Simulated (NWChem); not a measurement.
Molecule: C₂H₄BFO₂; SMILES C=COB(O)F

```xyz
10

C      0.5262     2.1393    -0.1477
C     -0.6273     1.5136     0.1429
O     -0.8793     0.1686     0.1918
B     -0.0294    -0.8810    -0.0377
O     -0.5455    -2.1346     0.0782
F      1.2690    -0.7026    -0.3660
H      1.4542     1.6075    -0.3937
H      0.5358     3.2381    -0.1370
H     -1.5429     2.0778     0.3862
H      0.1274    -2.8143    -0.1013
```
Atoms are numbered in this order, from 1.

Computed with NWChem. Pople sets run with spherical d functions. Structure relaxed at the PBE-D3(BJ)/def2-SVP level. B3LYP is NWChem's, with the RPA form of VWN correlation. Atomic charges in e: unrestrained fits to the electrostatic potential beside Mulliken populations; buried atoms are poorly determined by the fit.

For level B3LYP/def2-SVP:

- Mulliken C1: -0.08
- Mulliken O3: -0.18
- ESP B4: 0.91
- Mulliken B4: 0.14
- ESP O5: -0.68
- Mulliken O5: -0.13

What are these values for level Hartree-Fock/6-31G*?

The Mulliken C1 comes out as -0.48 and the Mulliken O3 is -0.63. The ESP B4 is 1.08, the Mulliken B4 comes out as 1.00 and the ESP O5 is -0.79. The Mulliken O5 is -0.73.
